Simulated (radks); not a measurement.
The mean radii <r> (bohr) of the occupied orbitals of an atom or ion are listed with their occupations. Method: scalar-relativistic Kohn-Sham, exchange-only LDA, spin-polarised, spherical densities, point nucleus; computed with a radial shooting solver on a logarithmic mesh with Libxc functionals.

orbital  occ.      <r>
1s up       1  0.02845
1s down     1  0.02845
2s up       1   0.1227
2s down     1   0.1227
2p up       3   0.1072
2p down     3   0.1072
3s up       1   0.3311
3s down     1   0.3311
3p up       3   0.3292
3p down     3   0.3292
3d up       5   0.3057
3d down     5   0.3057
4s up       1   0.7910
4s down     1   0.7908
4p up       3   0.8532
4p down     3   0.8523
4d up       5    1.035
4d down     5    1.028
5s up       1    2.172
5s down     1    2.144
5p up       2    2.686

Name the element and its charge. Open shells, if any, are filled with parallel spins first.

Answer. Z = 51, antimony, charge +1: Sb+ in [Kr] 4d10 5s2 5p2. The 1s radius gives Z: for a bare nucleus <r> = (2 gamma + 1)/(2Z) with gamma = sqrt(1 - (Z/c)^2), 0.028 bohr for Z = 51, and screening makes it slightly larger (0.02845 here). The occupations add up to 50, and the charge is Z minus that.
